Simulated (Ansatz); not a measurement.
Process, species as SMILES: O=[P] (O-P) → O atom + P atom
B3LYP-D3(BJ)/def2-TZVP geometries, fixed; electronic energies without zero-point terms.

Energies in hartree at PBE0 with Ansatz (an electronic-structure program); the atomisation energy is their sum with the coefficients shown, times 627.509 kcal/mol a hartree. All functions are spherical. The program fits the integrals of some runs and decomposes those of others, by size. Open shells are unrestricted. No added dispersion term, no relativity.

| species | coefficient | part | aug-cc-pV(D+d)Z | aug-cc-pV(T+d)Z | aug-cc-pV(Q+d)Z |
|---|---|---|---|---|---|
| O=[P] (O-P) | -1 | PBE0 | -416.34373 | -416.37846 | -416.38700 |
| O atom | +1 | PBE0 | -75.00022 | -75.01628 | -75.02117 |
| P atom | +1 | PBE0 | -341.13375 | -341.14083 | -341.14333 |

Q: Predict the atomisation energy in aug-cc-pV(5+d)Z (X = 5): let each PBE0 step shrink by the ratio of the last two. Compare with the run.

A: 
- O=[P] (O-P): steps -0.03473 and -0.00854, ratio 0.246, so PBE0 -416.38910 (run: -416.39073).
- O atom: steps -0.01606 and -0.00489, ratio 0.304, so PBE0 -75.02266 (run: -75.02264).
- P atom: steps -0.00708 and -0.00250, ratio 0.353, so PBE0 -341.14421 (run: -341.14524).
Predicted 139.45 kcal/mol; the run in aug-cc-pV(5+d)Z gives 139.84, a miss of -0.39. Keeping the value in aug-cc-pV(Q+d)Z, 139.62, would miss by -0.22. All sums are of the energies as printed.
